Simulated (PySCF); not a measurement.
Species: CH7BClP.
SMILES: `[PH3+][BH2-]CCl`

Theory: EOM-IP-CCSD/aug-cc-pVDZ in PySCF, restricted Hartree–Fock reference, frozen core, non-relativistic, gas phase, PBE0-D3(BJ)/def2-SVP geometry.

Hartree–Fock orbital energies give these Koopmans values (eV): HOMO 10.93, HOMO-1 11.32, HOMO-2 11.88, HOMO-3 11.92, HOMO-4 13.31, HOMO-5 14.63, HOMO-6 15.69, HOMO-7 16.10.

Q: What vertical ionisation energies does EOM-IP-CCSD give?

A: 
| leading hole (HF orbital) | Koopmans (eV) | EOM-IP-CCSD (eV) | change (eV) | one-hole share |
| --- | --- | --- | --- | --- |
| HOMO | 10.93 | 9.96 | -0.97 | 0.95 |
| HOMO-1 | 11.32 | 10.47 | -0.85 | 0.96 |
| HOMO-2 | 11.88 | 11.04 | -0.84 | 0.95 |
| HOMO-3 | 11.92 | 11.21 | -0.71 | 0.95 |
| HOMO-4 | 13.31 | 12.17 | -1.14 | 0.95 |
| HOMO-5 | 14.63 | 13.73 | -0.90 | 0.95 |
| HOMO-6 | 15.69 | 14.58 | -1.11 | 0.94 |
| HOMO-7 | 16.10 | 15.17 | -0.93 | 0.94 |

Q: Does the order of the lines follow the orbital energies?

A: Yes, no two lines change places. The corrections run from -1.14 to -0.71 eV, with a mean of -0.93 eV over the 8 lines; no line lies above its Koopmans value.

Q: At what kinetic energies would He I light (21.22 eV) eject these electrons?

A: 11.26 eV (HOMO), 10.75 eV (HOMO-1), 10.18 eV (HOMO-2), 10.01 eV (HOMO-3), 9.05 eV (HOMO-4), 7.49 eV (HOMO-5), 6.64 eV (HOMO-6), 6.05 eV (HOMO-7).

One root was sought for each valence orbital with −ε under 21 eV, eight at most, so deeper holes and satellites are missing; no vibrational structure.

Time: 4.2 min; peak memory 2.9 GiB. Hardware: Arm Neoverse V2, one thread, on a shared host.

The values belong to the conformer `[PH3+:1][BH2-:2][CH2:3][Cl:4]`: P1–B2–C3–Cl4 47°.
